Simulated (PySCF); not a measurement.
Species: C3H8FNSi.
Numbering: `[F:1][CH2:2][CH2:3]/[CH:4]=[N:5]/[SiH3:6]` (hydrogens: H7, H8 on C2; H9, H10 on C3; H11 on C4; H12, H13, H14 on Si6)

Computed by this run: PBE0-D3(BJ)/def2-SVP geometry optimisation, gas phase in PySCF; density fitting, grid level 1; the optimiser is geomeTRIC in internal coordinates, started from a GFN2-xTB structure with every atom displaced at random (about 0.01 Å).

Step 0: E = -15305.8652 eV
```
atom  x, y, z in Å  |  force x, y, z in eV/Å
F1     -3.9451    0.1451    0.6862   -1.243   0.095  -0.013
C2     -2.5978    0.1181    0.6388    0.569   0.012  -0.456
C3     -2.1499   -0.3057   -0.7529    1.781   0.112   1.429
C4     -0.6078   -0.3806   -0.8498   -3.818  -0.360  -1.442
N5      0.1106   -0.1541    0.1098    1.398   0.669   2.301
Si6     1.8148   -0.1485    0.3426   -0.396  -0.044   0.285
H7     -2.2170    1.1199    0.8922    0.168  -0.010  -0.009
H8     -2.2551   -0.5856    1.3992    0.371  -0.201   0.201
H9     -2.5023    0.4071   -1.4746   -0.438   0.529  -0.823
H10    -2.5546   -1.2849   -0.9817   -0.328  -0.528  -0.307
H11    -0.2879   -0.6704   -1.8369    0.698  -0.303  -1.160
H12     2.1053    1.2130    0.7856    0.367   0.481   0.242
H13     2.6042   -0.4806   -0.8401    0.481  -0.195  -0.610
H14     1.9936   -1.1453    1.4034    0.390  -0.258   0.365
```

Step 1: E = -15306.1272 eV
```
atom  x, y, z in Å  |  force x, y, z in eV/Å
F1     -4.0329    0.1243    0.6467    0.321  -0.021  -0.081
C2     -2.6519    0.1138    0.6261   -0.175   0.004   0.168
C3     -2.1496   -0.2922   -0.7372   -0.212   0.022  -0.169
C4     -0.6584   -0.3749   -0.8135    0.456   0.016   0.112
N5      0.0903   -0.1252    0.1819   -0.466  -0.055  -0.202
Si6     1.8225   -0.1508    0.3562    0.189   0.017  -0.125
H7     -2.2803    1.1163    0.8919   -0.024   0.006   0.009
H8     -2.2819   -0.5883    1.3920   -0.061   0.026  -0.012
H9     -2.5191    0.4180   -1.5093    0.113  -0.162   0.126
H10    -2.5801   -1.2751   -1.0195    0.079   0.116   0.004
H11    -0.2575   -0.6782   -1.8151   -0.053   0.066   0.190
H12     2.2657    1.2047    0.8012   -0.047  -0.019  -0.052
H13     2.5593   -0.5201   -0.9058   -0.053   0.020   0.049
H14     2.1847   -1.1249    1.4265   -0.066  -0.035  -0.017
```

Step 2: E = -15306.1411 eV
```
atom  x, y, z in Å  |  force x, y, z in eV/Å
F1     -4.0507    0.1158    0.5904    0.039   0.004   0.003
C2     -2.6759    0.1130    0.6282   -0.087   0.001  -0.010
C3     -2.1368   -0.2907   -0.7239    0.008   0.012   0.052
C4     -0.6455   -0.3660   -0.7738    0.203  -0.035  -0.155
N5      0.0967   -0.1153    0.2187   -0.274   0.045   0.147
Si6     1.8335   -0.1527    0.3396    0.129  -0.009  -0.025
H7     -2.3223    1.1182    0.9078    0.017   0.003  -0.006
H8     -2.3372   -0.5874    1.4080    0.004  -0.012  -0.005
H9     -2.4836    0.4124   -1.5039    0.008  -0.010   0.025
H10    -2.5510   -1.2721   -1.0203    0.009   0.008   0.012
H11    -0.2326   -0.6630   -1.7658   -0.021  -0.003  -0.010
H12     2.2926    1.2018    0.7626   -0.002   0.003  -0.015
H13     2.5216   -0.5295   -0.9429   -0.024   0.002  -0.007
H14     2.2022   -1.1373    1.3974   -0.008  -0.009  -0.006
```

**Question.** Estimate the geometry and energy of step 3. (The exact step hangs on the optimiser's Hessian estimate; all steps are aligned on step 2, rigid shifts and turns removed.)

**Answer.** E = -15306.1392 eV, largest force 0.353 eV/Å
```
atom  x, y, z in Å  |  force x, y, z in eV/Å
F1     -4.0307    0.1214    0.5857   -0.121   0.011   0.015
C2     -2.6600    0.1111    0.6324    0.052   0.007  -0.065
C3     -2.1228   -0.2923   -0.7215    0.045  -0.080  -0.138
C4     -0.6325   -0.3697   -0.7845   -0.332   0.046   0.072
N5      0.0691   -0.1103    0.2310    0.278   0.049   0.213
Si6     1.8101   -0.1486    0.3422    0.089  -0.024   0.019
H7     -2.3013    1.1141    0.9142    0.022  -0.014  -0.001
H8     -2.3298   -0.5938    1.4111    0.023  -0.013   0.002
H9     -2.4670    0.4106   -1.4971   -0.089   0.075  -0.061
H10    -2.5379   -1.2702   -1.0189   -0.062  -0.055  -0.006
H11    -0.2081   -0.6627   -1.7697    0.030  -0.017  -0.041
H12     2.2724    1.2079    0.7498    0.027   0.011   0.016
H13     2.4745   -0.5311   -0.9485    0.005  -0.008  -0.030
H14     2.1750   -1.1389    1.3958    0.031   0.013   0.005
```

The energy changes by +0.0020 eV. The first-order estimate −F·Δx gives -0.0125 eV and the mean of the old and new forces, exact on a quadratic surface, +0.0020 eV. The step makes an angle of 72° with the force vector and moves no atom by more than 0.047 Å. The energy falls at the start of this step and ends higher, so the step passed the lowest point of its straight line.

What follows is the cost of the whole optimisation. The run took 56 s wall on an Arm Neoverse V1 with one thread, shared host with 64 logical CPUs at a one-minute load of 42, and the process peaked at 0.50 GiB of memory.
